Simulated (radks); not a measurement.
Question: These are the eigenvalues of the occupied orbitals of an atom or ion with whole-number occupations (eV). Calculated with a radial shooting solver on a logarithmic mesh with Libxc functionals: Dirac Kohn-Sham, PBE, spin-unpolarised, spherical densities, finite nucleus; Fermi nuclear charge, rms radius of each element as measured or else 0.836 A^(1/3) + 0.57 fm.

| orbital | eigenvalue |
|---|---|
| 1s1/2 | -6487.179 |
| 2s1/2 | -803.8115 |
| 2p1/2 | -696.9493 |
| 2p3/2 | -686.5253 |
| 3s1/2 | -142.4457 |
| 3p1/2 | -111.5045 |
| 3p3/2 | -110.1432 |
| 3d3/2 | -60.7836 |

Which element is it, and in what charge state? The configuration may be excited. Open shells, if any, fill j = l - 1/2 first.

Answer: Z = 25, manganese, charge +4: Mn4+ in [Ar] 3d3. The list shows which subshells hold electrons but not how many an open one holds; the 1s level, -238.4 hartree, gives Z - s = 21.8 by -(Z - s)^2/2, which with screening and relativity narrows Z to a few neighbours, and the depths of the outer levels then fix element, charge and occupations together.
